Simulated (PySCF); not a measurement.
Calculation: PySCF with B3LYP-D3(BJ)/def2-TZVP. Isolated molecules, 0 K electronic values unless said otherwise. B3LYP has the VWN-RPA correlation part, as in Gaussian. Delta-SCF ions had no search for a lower state. 

Reference species (SMILES): `BN` (neutral, multiplicity 1).

The vertical ionisation energy (Delta-SCF) comes out as 11.41 eV. The HOMO is -8.42 eV.

Changed species: `B` (3 of 3 NH2 replaced by H; the reference has 2 of 3 NH2 replaced by H).

**Question.** Give the shifts of the vertical ionisation energy (Delta-SCF) and HOMO.

**Answer.** the vertical ionisation energy (Delta-SCF) rises by 1.73 eV, to 13.14 eV; the HOMO drops by 1.33 eV, to -9.75 eV.
